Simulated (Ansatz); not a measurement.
`C=N[SiH2]CF` + H₂ → `FC[SiH3]` + `C=N` at 600 K and 1 bar (hydrogenolysis of the Si–N bond).

Isolated molecules relaxed with PBE0-D4/def2-TZVP in Ansatz; ΔE leaves out vibrations. CBS: MP2 limit from def2 TZ/QZ plus the TZ coupled-cluster correction, frozen cores. This one scheme is used for every species. One conformer a species, not always the lowest.

| species | CCSD(T)/CBS energy (Eh) | H − E (kJ/mol) | S (J/(mol·K)) |
| --- | --- | --- | --- |
| `C=N[SiH2]CF` | -523.26123 | 264.8 | 435.3 |
| H₂ | -1.17544 | 43.9 | 150.8 |
| `FC[SiH3]` | -429.90570 | 185.9 | 352.4 |
| `C=N` | -94.52360 | 129.6 | 259.4 |

H − E and S are ideal-gas, rigid-rotor, harmonic terms from PBE0-D4/def2-TZVP, for one conformer and one mirror image of each species. For small species the MP2-based limit differs from directly extrapolated CCSD(T) by up to some mEh (0.8 for H₂); such offsets cancel only in part. 1 Eh = 2625.50 kJ/mol, R = 8.31446 J/(mol·K).

Task: By hand: ΔE, ΔH, ΔS and ΔG.

Result: ΔE = (-429.90570) + (-94.52360) − (-523.26123) − (-1.17544) = 0.00737 Eh = 19.3 kJ/mol. Δ(H − E) = 185.9 + 129.6 − 264.8 − 43.9 = 6.8, so ΔH = 26.1 kJ/mol. ΔS = 352.4 + 259.4 − 435.3 − 150.8 = 25.7 J/(mol·K). ΔG = 26.1 − 600 × (25.7)/1000 = 10.7 kJ/mol.

Task: By hand: the equilibrium constant, and the temperature at which ΔG would vanish if ΔH and ΔS stayed fixed.

Result: log₁₀ K = −ΔG/(RT ln 10) = -0.9. ΔG = 0 at ΔH/ΔS = 1016 K.

TΔS isn't small against ΔH here. A doubt of 5 kJ/mol in ΔE shifts log₁₀ K by 0.4 here. Other conformers and mirror images would add mixing entropy, several J/(mol·K) or more a flexible species. These are equilibria of isolated gas molecules and say nothing of rates. Largest T1 diagnostic: 0.012 (customary marks: 0.02 for closed shells, 0.045 for open ones).
